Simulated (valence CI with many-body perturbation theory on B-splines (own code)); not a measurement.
# A CI+MBPT run for Sb45+

Computed by valence CI with perturbative core correlation (CI+MBPT): four valence electrons over a frozen Dirac-Fock core [He], radial functions for each j: 6 s, 6 p, 5 d, 3 f, 1 g, with the one-electron correlation potential Σ1 (screened to all orders), the two-electron term Σ2, the three-electron term Σ3, Breit, model QED; selected single and double excitations, second order for the rest, scaled by the run's own slope (own B-spline code, finite nucleus).

Command, and the settings that its task file holds:

```sh
python run_cv.py task.json out
```

```
atom Sb  Z=51  mass_number=121  rms_radius_fm=4.6802
core [He]
valence 2s2 2p2
avg = 1
basis = S
breit = 1
cap = 10000
capref = 1200
cscale = 1
de = 0.0
dress = 0
eps = 2e-08
extrap = 1
h = 0.27
hh = 1
l2 = 3
lcore = 6
maxit = 60
n2 = 5
natural = 1
nlev = 21
nno = [3, 3, 3, 2, 1]
nroot = 26
nsp = [3, 3, 2, 1, 0]
pt2 = 1
qed = 1
rmax = 0.7
rpa = 1
s1 = 1
s2 = 1
s3 = 1
screen = 1
tol = 2e-05
whole = 1
```

It took 16 s on 1 thread of Arm Neoverse N1, with other jobs on the host.

Log. The first blocks belong to the next ion, which gives the ionisation energy. Fields: 2J, parity (1 odd), roots, reference size, generating configurations, candidates as configurations/state functions, variational space P, stored matrix elements, Davidson steps; e2 is the range of second-order energies in hartree. The first line gives the box (bohr), its intervals, the orbitals and the steps of their self-consistent field. Window is the range of levels sought, series limit the energy at which the first omitted orbital would enter, core excitation an estimate of the first excitation out of the core, left out the lowest levels not solved, and shifts from estimates the range by which levels moved from their first estimate, all in cm⁻¹.

```
rmax 0.7 intervals 52 orbitals 36 references ['2s2 2p2', '2s 2p3', '2p4'] scf 2 t 0.5
2J=1 par=1 roots 2 ref 40 generators 2 cand 653/925 P 530/794 nnz 0 it 0
2J=1 par=1 roots 2 ref 40 generators 2 cand 155/171 P 562/837 nnz 0 it 0
   second order: generators 4 cand 475/591 e2 -0.00001 -0.00000
reference levels 236, estimated 236, window 35727513 1/cm; series limit 35727513, core excitation 214356507
2J=0 par=0 roots 7 ref 18 generators 13 cand 2123/3506 P 2330/3525 nnz 9.4e+05 it 4
2J=0 par=0 roots 7 ref 18 generators 14 cand 1923/3353 P 2834/4360 nnz 1.4e+06 it 4
   second order: generators 23 cand 2761/4457 e2 -0.00002 -0.00000
2J=2 par=0 roots 6 ref 34 generators 14 cand 3591/12422 P 1189/3541 nnz 1.2e+06 it 5
2J=2 par=0 roots 6 ref 34 generators 17 cand 3853/14612 P 3018/10000 nnz 7.4e+06 it 7
   second order: generators 18 cand 2024/8153 e2 -0.00003 -0.00000
2J=4 par=0 roots 6 ref 37 generators 15 cand 4558/21629 P 1137/3668 nnz 1.5e+06 it 5
2J=4 par=0 roots 6 ref 37 generators 17 cand 4213/20582 P 2701/9992 nnz 8e+06 it 8
   second order: generators 18 cand 2649/14258 e2 -0.00016 -0.00000
2J=4 par=1 roots 7 ref 36 generators 14 cand 4605/21620 P 1049/3570 nnz 1.5e+06 it 4
2J=4 par=1 roots 7 ref 36 generators 16 cand 4280/20600 P 2594/9998 nnz 8.2e+06 it 5
   second order: generators 21 cand 4464/24697 e2 -0.00013 -0.00000
2J=2 par=1 roots 8 ref 36 generators 15 cand 3621/12530 P 1268/3566 nnz 1.3e+06 it 5
2J=2 par=1 roots 8 ref 36 generators 18 cand 3637/13815 P 3061/9814 nnz 7.1e+06 it 8
   second order: generators 24 cand 2569/9934 e2 -0.00002 -0.00000
2J=6 par=1 roots 3 ref 21 generators 9 cand 3842/19441 P 1051/3524 nnz 1.4e+06 it 5
2J=6 par=1 roots 3 ref 21 generators 12 cand 3905/19947 P 2495/9999 nnz 8.7e+06 it 5
   second order: generators 15 cand 3366/19800 e2 -0.00009 -0.00000
2J=0 par=1 roots 4 ref 14 generators 10 cand 2066/3222 P 2260/3518 nnz 9.6e+05 it 4
2J=0 par=1 roots 4 ref 14 generators 10 cand 1401/2217 P 2667/4170 nnz 1.3e+06 it 4
   second order: generators 14 cand 2082/3793 e2 -0.00001 -0.00000
2J=6 par=0 roots 1 ref 21 generators 5 cand 3030/15539 P 965/3524 nnz 1.5e+06 it 5
2J=6 par=0 roots 1 ref 21 generators 6 cand 3180/17209 P 1900/7940 nnz 6.1e+06 it 5
   second order: generators 8 cand 2615/13998 e2 -0.00004 -0.00004
left out: unestimated none, estimated 38117962, shifts from estimates -1 to 126
operators 0.2
```

The Davidson iterations converged. The settings are bad on purpose, so the numbers may not be properties of the ion.

The last digits are not significant, and no measured levels were compared; by estimate large intervals hold to a few tenths of a per cent, small ones and those within an open d or f shell to about a per cent.

```
Valence energy                            : -1218.535 hartree
Ionisation energy                         : 7888 eV (NIST: 7887 ± 4 eV (theoretical))
Reference configurations for the orbitals : 2s2 2p2, 2s 2p3, 2p4
Radial orbitals                           : 36
Box radius                                : 0.7 bohr
Largest variational space                 : 10000
Lowest levels                             : (2s^2 2p1/2^2) J=0 0.00, (2s^2 2p1/2 2p3/2) J=1 255.81, (2s^2 2p1/2 2p3/2) J=2 270.79, (2s 2p1/2^2 2p3/2) J=2 426.44, (2s 2p1/2^2 2p3/2) J=1 483.85, (2s^2 2p3/2^2) J=2 538.02, (2s^2 2p3/2^2) J=0 575.53, (2s 2p1/2 2p3/2^2) J=2 [a] 669.04, (2s 2p1/2 2p3/2^2) J=3 701.79, (2s 2p1/2 2p3/2^2) J=0 735.91, (2s 2p1/2 2p3/2^2) J=1 [a] 749.42, (2s 2p1/2 2p3/2^2) J=2 [b] 759.60, (2s 2p1/2 2p3/2^2) J=1 [b] 763.41, (2p1/2^2 2p3/2^2) J=2 944.73 eV
```

Levels are named by their leading jj configuration (3d3/2^4 stands for four electrons in 3d with j = 3/2), which in mixed levels can hold well under half, so a name can repeat and another be missing. Letters in brackets count levels of one name in rising energy.
